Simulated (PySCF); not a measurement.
isocyanic acid (CHNO), singlet, at a GFN2-xTB geometry. Base run: CAMB3LYP/3-21G (PySCF).

Here is a job for PySCF.
```python
from pyscf import gto, scf, dft

mol = gto.M(
    atom='''
N    -1.090199    0.195504    0.263220
C     0.048134   -0.049398    0.013786
O     1.145452   -0.105508   -0.338827
H    -1.821018   -0.228081    0.785354
''',
    basis='3-21g',
    charge=0,
    spin=0,
    verbose=3,
)

mf = dft.RKS(mol)
mf.xc = 'camb3lyp'
mf.kernel()
```

Each row names what was changed in the base input (with any setting that the change needs).

```json
[
 {"change": "base", "ΔE vs base (µEh)": "0.0", "grid points": "51912", "electrons on the grid": "22.00000"},
 {"change": "grids.level = 2", "ΔE vs base (µEh)": "0.2", "grid points": "38784", "electrons on the grid": "22.00000"},
 {"change": "grids.prune = off", "ΔE vs base (µEh)": "0.0", "grid points": "83056", "electrons on the grid": "22.00000"},
 {"change": "grids.atom_grid = (30, 110)", "ΔE vs base (µEh)": "-101", "grid points": "9816", "electrons on the grid": "22.00012"},
 {"change": "grids.radi_method = mura_knowles", "ΔE vs base (µEh)": "0.0", "grid points": "49320", "electrons on the grid": "22.00000"},
 {"change": "grids.becke_scheme = stratmann", "ΔE vs base (µEh)": "0.0", "grid points": "51912", "electrons on the grid": "22.00000"},
 {"change": "grids.radi_method = delley", "ΔE vs base (µEh)": "0.0", "grid points": "54832", "electrons on the grid": "22.00000"},
 {"change": "grids.prune = dft.gen_grid.sg1_prune", "ΔE vs base (µEh)": "-8.6", "grid points": "23336", "electrons on the grid": "21.99999"},
 {"change": "grids.level = 5", "ΔE vs base (µEh)": "0.2", "grid points": "151616", "electrons on the grid": "22.00000"},
 {"change": "grids.radi_method = gauss_chebyshev", "ΔE vs base (µEh)": "0.3", "grid points": "50760", "electrons on the grid": "22.00000"},
 {"change": "grids.level = 4", "ΔE vs base (µEh)": "0.1", "grid points": "100456", "electrons on the grid": "22.00000"}
]
```
